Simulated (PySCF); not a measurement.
AgCl, charge +1, doublet, at a GFN2-xTB geometry (such geometries of metal compounds can be far from the true shape) (the multiplicity is a formal guess) (core potentials on Ag), atoms displaced at random by about 0.08 Å a coordinate. Base run: B3LYP/def2-SVP, gradient (PySCF).

Input for PySCF:
```python
from pyscf import gto, scf, dft

mol = gto.Mole()
mol.atom = '''
    Ag    0.055549   -0.093954   -0.669799
    Cl    0.007720   -0.114499    1.620648
'''
mol.basis = 'def2-svp'
mol.ecp = {'Ag': 'def2-svp'}
mol.charge = 1
mol.spin = 1
mol.verbose = 4
mol.build()

mf = dft.UKS(mol)
mf.xc = 'b3lyp'
mf.kernel()
g = mf.nuc_grad_method()
grad = g.kernel()
```

The coordinate followed is z of atom 1.

Variants of this job, named by their change:

```json
[
 {"change": "base", "dE/dx (Eh/bohr)": "0.025868", "net force (Eh/bohr)": "0.000006"},
 {"change": "finite difference step (bohr) = 0.05; conv_tol = 1e-11", "dE/dx (Eh/bohr)": "0.025969", "net force (Eh/bohr)": "-"},
 {"change": "grids.level = 1; grid_response = off", "dE/dx (Eh/bohr)": "0.025817", "net force (Eh/bohr)": "0.000249"},
 {"change": "conv_tol = 1e-11", "dE/dx (Eh/bohr)": "0.025868", "net force (Eh/bohr)": "0.000006"},
 {"change": "finite difference step (bohr) = 1e-5; conv_tol = 1e-11", "dE/dx (Eh/bohr)": "0.025866", "net force (Eh/bohr)": "-"},
 {"change": "finite difference step (bohr) = 1e-4; conv_tol = 1e-11", "dE/dx (Eh/bohr)": "0.025866", "net force (Eh/bohr)": "-"},
 {"change": "grids.level = 5; grid_response = on", "dE/dx (Eh/bohr)": "0.025870", "net force (Eh/bohr)": "0.000000"},
 {"change": "finite difference step (bohr) = 0.2; conv_tol = 1e-11", "dE/dx (Eh/bohr)": "0.027526", "net force (Eh/bohr)": "-"},
 {"change": "density fitting = on; auxbasis_response = off", "dE/dx (Eh/bohr)": "0.025871", "net force (Eh/bohr)": "0.000199"},
 {"change": "grids.level = 5; grid_response = off", "dE/dx (Eh/bohr)": "0.025871", "net force (Eh/bohr)": "0.000000"},
 {"change": "grids.level = 0; grid_response = on", "dE/dx (Eh/bohr)": "0.027928", "net force (Eh/bohr)": "0.000000"},
 {"change": "grid_response = on", "dE/dx (Eh/bohr)": "0.025863", "net force (Eh/bohr)": "0.000000"}
]
```

The net force is zero for an exact gradient.

Open shells are given as the SCF converged; they aren't shown to be the lowest states, and a large step between rows can be another state.
